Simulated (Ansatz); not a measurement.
Calculated with Ansatz (gas phase, PBE0-D4/def2-TZVP geometries, no zero-point term in ΔE). CBS: MP2 limit from def2 TZ/QZ plus the TZ coupled-cluster correction, frozen cores. This one scheme is used for every species, atoms too. DFT in def2-TZVPP. No spin–orbit coupling; open shells (•) take unrestricted orbitals. Spin–orbit coupling would lower the free atoms: a little for B, C; clearly for Br. For Br outer-core shells are correlated without core-valence functions, so the limit isn't a true one: a few kJ/mol of doubt a bond, and 10 to 20 or more in all where bonds break to atoms. Scalar relativity is left out up to krypton.

Reaction (atomization): `C[B]Br`• → B• + Br• + C• + 3 H•

CCSD(T)/CBS gives +2018.2 kJ/mol.

Another level gave +2073.9 kJ/mol. Which?
A. CCSD(T)/def2-TZVPP
B. PBE/def2-TZVPP
C. r2SCAN0/def2-TZVPP
D. ωB97M-V/def2-TZVPP

B. PBE 2073.9, r2SCAN0 2040.7, ωB97M-V 2021.4, CCSD(T)/def2-TZVPP 1971.3 kJ/mol.

Largest T1 diagnostic among the species: 0.014.

In def2-TZVPP, CCSD(T) changes the Hartree–Fock value by +405.5 kJ/mol (the triples alone add +27.8 kJ/mol) and MP2 by +446.8 kJ/mol; breaking electron pairs costs correlation energy, which Hartree–Fock lacks. Leaving LDA and LC-ωPBE aside and taking each functional with its dispersion term where it has one, the values, not all of them listed here, spread over 97.3 kJ/mol, from BHLYP-D4 to PBE-D4. LDA lies +241.2 kJ/mol from PBE without D4, its usual overbinding.

For atomizations the MP2-based limit and the directly extrapolated one differ by several kJ/mol either way, and by 10 to 25 for some Ge, Se and Sn compounds, so smaller differences from it don't rank the levels.
